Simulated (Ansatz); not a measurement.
`CB(Cl)CN` and `CB(Cl)B[SiH3]` differ in one atom or group.

Ansatz, PBE0-D4/def2-TZVP geometries, multiplicity 1. Each molecule was computed in one conformer, which needn't be the lowest.

| property | `CB(Cl)CN` |
| --- | --- |
| size of the dipole moment (PBE/def2-TZVPP) / D | 1.78 |
| HOMO energy (PBE/def2-TZVPP) / eV | -5.36 |
| HOMO–LUMO gap (PBE0/def2-TZVPP) / eV | 6.17 |
| HOMO–LUMO gap (PBE/def2-TZVPP) / eV | 3.69 |
| LUMO energy (B3LYP/def2-TZVPP) / eV | -0.89 |
| LUMO energy (ωB97M-V/def2-TZVPP) / eV | 1.37 |

Q: Give the same properties after the change, and the shifts. (Estimate.)

A: Computed: 
| property | `CB(Cl)B[SiH3]` | shift |
| --- | --- | --- |
| size of the dipole moment (PBE/def2-TZVPP) / D | 1.27 | -0.51 |
| HOMO energy (PBE/def2-TZVPP) / eV | -6.53 | -1.17 |
| HOMO–LUMO gap (PBE0/def2-TZVPP) / eV | 5.49 | -0.68 |
| HOMO–LUMO gap (PBE/def2-TZVPP) / eV | 3.29 | -0.40 |
| LUMO energy (B3LYP/def2-TZVPP) / eV | -2.44 | -1.55 |
| LUMO energy (ωB97M-V/def2-TZVPP) / eV | -0.32 | -1.69 |

With PBE0 the HOMO falls by 0.93 eV and the LUMO falls by 1.61 eV, so the gap narrows by about 0.68 eV. PBE moves the HOMO by -1.17 eV and ωB97M-V by -0.69 eV. Dipoles are sizes alone; their direction can turn.

B3LYP here is the variant with VWN-RPA as its local correlation; programs differ in this.
